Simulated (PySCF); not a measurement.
## Atomic charges against the basis set

Species: C4H3ClSSi.
SMILES with atom numbers: `[CH:1]#[C:2][Si@@H:3]1[CH:4]=[C:5]([Cl:6])[S:7]1` (hydrogens: H8 on C1; H9 on Si3; H10 on C4)

PBE0 throughout (PySCF), one geometry, spherical d and f functions. Geometry: PBE0-D3(BJ)/def2-SVP; no solvent, vibrations or thermal averaging. The first 7 of 10 kinds of atom are listed.

Mulliken charges (e):

```csv
basis,functions,C1,C2,Si3,C4,C5,Cl6,S7
STO-3G,50,-0.124,-0.237,+0.654,-0.273,-0.089,-0.100,+0.037
6-31G,81,-0.297,-0.224,+0.791,-0.332,-0.621,+0.179,+0.088
pcSseg-0,81,-0.347,-0.406,+1.221,-0.655,-0.503,+0.132,-0.012
6-31G*,116,-0.170,-0.150,+0.485,-0.287,-0.299,+0.063,-0.059
cc-pVDZ,125,-0.141,-0.015,+0.500,-0.106,-0.147,-0.023,-0.103
def2-SVP,125,-0.211,-0.010,+0.604,-0.204,-0.040,-0.053,-0.158
aug-cc-pVDZ,200,+1.171,-0.705,+0.295,+0.271,+0.002,-0.190,-0.271
"6-311+G(2d,p)",231,-0.398,+0.050,+0.683,-0.677,+0.281,+0.161,-0.364
def2-TZVP,253,-0.163,-0.159,+0.407,-0.362,+0.163,-0.054,-0.173
cc-pVTZ,264,-0.069,-0.229,+0.465,-0.293,+0.061,-0.067,-0.150
IGLO-III,302,-0.200,-0.229,+0.885,-0.383,+0.007,+0.041,-0.213
pcSseg-2,315,+0.013,-0.213,+0.584,-0.331,+0.111,-0.075,-0.162
```

IAO charges (e):

```tsv
basis	functions	C1	C2	Si3	C4	C5	Cl6	S7
STO-3G	50	-0.131	-0.310	+0.810	-0.428	-0.172	-0.009	+0.012
6-31G	81	-0.144	-0.310	+0.776	-0.461	-0.104	+0.019	-0.117
pcSseg-0	81	-0.130	-0.318	+0.789	-0.464	-0.121	+0.035	-0.117
6-31G*	116	-0.138	-0.347	+0.901	-0.494	-0.088	+0.015	-0.134
cc-pVDZ	125	-0.152	-0.337	+0.896	-0.496	-0.081	+0.013	-0.130
def2-SVP	125	-0.144	-0.338	+0.901	-0.499	-0.081	+0.024	-0.133
aug-cc-pVDZ	200	-0.161	-0.337	+0.904	-0.504	-0.076	+0.010	-0.134
6-311+G(2d,p)	231	-0.159	-0.346	+0.931	-0.512	-0.085	+0.015	-0.133
def2-TZVP	253	-0.158	-0.349	+0.940	-0.514	-0.087	+0.017	-0.133
cc-pVTZ	264	-0.158	-0.346	+0.928	-0.511	-0.082	+0.014	-0.135
IGLO-III	302	-0.161	-0.348	+0.935	-0.516	-0.087	+0.019	-0.128
pcSseg-2	315	-0.157	-0.349	+0.935	-0.514	-0.086	+0.017	-0.133
```

Q: Which scheme is steadiest as the basis changes?

A: Largest range over the bases for any column: IAO 0.16 e, Mulliken 1.57 e. IAO charges move least and Mulliken charges most, counted in e. Without the minimal STO-3G basis the ranges are IAO 0.16, Mulliken 1.57 e.

Q: How much do the charges still move between the two largest bases, IGLO-III and pcSseg-2?

A: At most, over all atoms: Mulliken 0.300 e, IAO 0.005 e.

Q: What do the same runs give for the total energy, the frontier levels and the dipole moment?

A: 
| basis | energy (Eh) | HOMO (eV) | LUMO (eV) | μ (D) |
| --- | --- | --- | --- | --- |
| STO-3G | -1286.8341 | -3.87 | 2.82 | 2.78 |
| 6-31G | -1301.2580 | -6.80 | -1.04 | 3.23 |
| pcSseg-0 | -1299.7534 | -7.07 | -1.27 | 3.27 |
| 6-31G* | -1301.3845 | -6.66 | -0.97 | 2.73 |
| cc-pVDZ | -1301.4592 | -6.70 | -0.97 | 2.31 |
| def2-SVP | -1300.9706 | -6.72 | -0.99 | 2.28 |
| aug-cc-pVDZ | -1301.4726 | -6.82 | -1.20 | 2.29 |
| 6-311+G(2d,p) | -1301.5219 | -6.80 | -1.23 | 2.24 |
| def2-TZVP | -1301.5419 | -6.79 | -1.14 | 2.18 |
| cc-pVTZ | -1301.5496 | -6.79 | -1.11 | 2.25 |
| IGLO-III | -1301.5336 | -6.73 | -1.15 | 2.02 |
| pcSseg-2 | -1301.5624 | -6.83 | -1.22 | 2.36 |

The dipole is fixed by the density alone, so its range of 1.25 D shows that the density itself changes with the basis, not only its division among atoms.
